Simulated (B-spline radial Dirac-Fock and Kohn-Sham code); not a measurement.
## Auger parameter of bromine: the L3 level and its strongest L3-MM line

These are calculated numbers from a radial atomic solver; the model is Dirac-Fock (average of configuration) total-energy differences with a finite nucleus, the Breit interaction including its frequency dependence, and self-energy and vacuum-polarisation corrections. The modified Auger parameter α′ is the binding energy plus the kinetic energy of the Auger electron; it does not depend on the energy zero. For free ions it tends to fall with charge, since less charge screens the final holes.

```
             species      configuration  binding 2p3/2 (eV)  Auger line  kinetic (eV)  α′ (eV)
                 Br⁻  [Ar] 3d10 4s2 4p6              1548.3    M3M3 J=2        1158.8   2707.1
Br⁻ (Watson 1.666 Å)  [Ar] 3d10 4s2 4p6              1556.0    M3M3 J=2        1150.5   2706.4
 Br⁻ (Watson 1.96 Å)  [Ar] 3d10 4s2 4p6              1555.2    M3M3 J=2        1151.5   2706.7
Br⁻ (Watson 2.352 Å)  [Ar] 3d10 4s2 4p6              1554.3    M3M3 J=2        1152.7   2707.0
                Br³⁺  [Ar] 3d10 4s2 4p2              1600.9    M3M3 J=2        1101.6   2702.5
 Br³⁺ (Watson 2.2 Å)  [Ar] 3d10 4s2 4p2              1581.3    M3M3 J=2        1121.2   2702.5
 Br³⁺ (Watson 2.7 Å)  [Ar] 3d10 4s2 4p2              1584.9    M3M3 J=2        1117.6   2702.5
                Br⁴⁺  [Ar] 3d10 4s2 4p1              1617.7    M3M3 J=2        1084.7   2702.4
                Br⁵⁺      [Ar] 3d10 4s2              1635.6    M3M3 J=2        1067.1   2702.7
                Br⁵⁺  [Ar] 3d10 4s1 4p1              1636.9    M3M3 J=2        1065.8   2702.7
                Br⁵⁺   [Ar] 3d9 4s2 4p1              1655.6    M3M3 J=2        1059.2   2714.8
                Br⁶⁺      [Ar] 3d10 4s1              1655.8    M3M3 J=2        1047.4   2703.3
                Br⁷⁺          [Ar] 3d10              1677.1    M3M3 J=2        1027.2   2704.3
 Br⁷⁺ (Watson 2.4 Å)          [Ar] 3d10              1635.1    M3M3 J=2        1069.2   2704.3
```
